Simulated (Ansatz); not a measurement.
Consider the cleavage of the Si–Si bond: `B[SiH2][SiH2]O` + `N[SiH2]F` → `B[SiH2]N[SiH2]F` + silanol.

Calculated with Ansatz (gas phase, PBE0-D4/def2-TZVP geometries, no zero-point term in ΔE). CBS: MP2 limit from def2 TZ/QZ plus the TZ coupled-cluster correction, frozen cores. Functionals use def2-TZVPP. B3LYP here is the variant with VWN-RPA as its local correlation; programs differ in this. HSE06 is defined as in plane-wave codes. One conformer a species, not always the lowest.

```tsv
level	ΔE (eV)
revPBE-D4	-0.24
B3LYP-D4	-0.40
ωB97X-V	-0.44
r2SCAN	-0.35
PBE0	-0.26
HSE06	-0.25
LC-ωPBE	-0.38
HF/def2-SVP	-0.53
```

(1) What does CCSD(T)/CBS give? (Best estimate.)

(2) What do rigid-rotor, harmonic-oscillator terms from PBE0-D4/def2-TZVP frequencies (298.15 K, 1 bar) make of the CCSD(T)/CBS value? (An estimate is asked.)

Largest T1 diagnostic among the species: 0.014.

## Answers

(1) Computed: -0.44 eV. The listed levels differ from it by 0.20, 0.04, 0.00, 0.09, 0.18, 0.19, 0.06, -0.09 eV.

(2) Computed: ΔZPE = -0.02 eV, ΔH = -0.49 eV, ΔS = -27 J/(mol·K), ΔG = -0.40 eV. Modes under 50 cm⁻¹ make the entropy rough.

From BLYP to BHLYP (50 % exact exchange), in def2-TZVPP and without D4, ΔE moves by −0.20 eV. Leaving LDA and LC-ωPBE aside and taking each functional with its dispersion term where it has one, the values, not all of them listed here, spread over 0.29 eV, from ωB97M-V to PBE-D4. LDA lies −0.20 eV from PBE without D4. At CCSD(T), def2-SVP lies −0.11 eV from the extrapolated value and def2-TZVPP −0.01 eV.
